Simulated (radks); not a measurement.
The germanium ion Ge10+, configuration [Ar] 3d4. Method: Dirac Kohn-Sham, relativistic LDA (MacDonald-Vosko exchange, VWN5 correlation), spin-unpolarised, spherical densities, finite nucleus; open shells fill j = l - 1/2 first; Fermi nuclear charge, rms radius 4.0742 fm; computed with a radial shooting solver on a logarithmic mesh with Libxc functionals. Some entries of the table are withheld. Estimate them.

| orbital | occ. | eigenvalue (eV) | <r^2> (bohr^2) |
|---|---|---|---|
| 1s1/2 | 2 | -11169.79 | (1) |
| 2s1/2 | 2 | -1636.742 | 0.05210 |
| 2p1/2 | 2 | (2) | 0.04035 |
| 2p3/2 | 4 | (3) | 0.04182 |
| 3s1/2 | 2 | (4) | (5) |
| 3p1/2 | 2 | (6) | 0.3951 |
| 3p3/2 | 4 | (7) | 0.4052 |
| 3d3/2 | 4 | -267.4267 | 0.3847 |
| 3d5/2 | 0 | -266.5288 | 0.3875 |

Answer. 
(1) 1s1/2 <r^2> (bohr^2): 0.002993
(2) 2p1/2 eigenvalue (eV): -1488.276
(3) 2p3/2 eigenvalue (eV): -1456.616
(4) 3s1/2 eigenvalue (eV): -406.8325
(5) 3s1/2 <r^2> (bohr^2): 0.3920
(6) 3p1/2 eigenvalue (eV): -356.9005
(7) 3p3/2 eigenvalue (eV): -351.6922
